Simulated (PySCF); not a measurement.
C: excitation energy

C [He] 2s2 2p2 (3P) → C [He] 2s1 2p2 3s1 (5P), as a difference of total energies. Calculation: PySCF 2.14, in dyall-av3z (15s9p3d2f, 71 functions); scalar relativity by spin-free X2C-1e. Correlated levels: valence: 1s2 frozen; virtual orbitals above 40 to 60 times the deepest correlated orbital energy dropped. The calculations carry no spin-orbit coupling.

```json
{"method": "UHF", "excitation energy (eV)": "10.966"}
{"method": "MP2 (valence)", "excitation energy (eV)": "12.426"}
{"method": "SCS-MP2 (valence)", "excitation energy (eV)": "12.786"}
{"method": "CCSD (valence)", "excitation energy (eV)": "12.810"}
{"method": "CCSD(T) (valence)", "excitation energy (eV)": "12.866"}
```

How much does correlation contribute at CCSD(T) (valence)?

12.866 − (10.966) = 1.900 eV, measured against UHF.

The upper state lies above the first ionisation limit, but in LS coupling its spin forbids autoionisation to the ground ion. A Rydberg-like electron needs more diffuse functions than a valence basis has.

The promoted electron is Rydberg-like, and one or two diffuse shells describe it only roughly, which tends to raise the upper state.
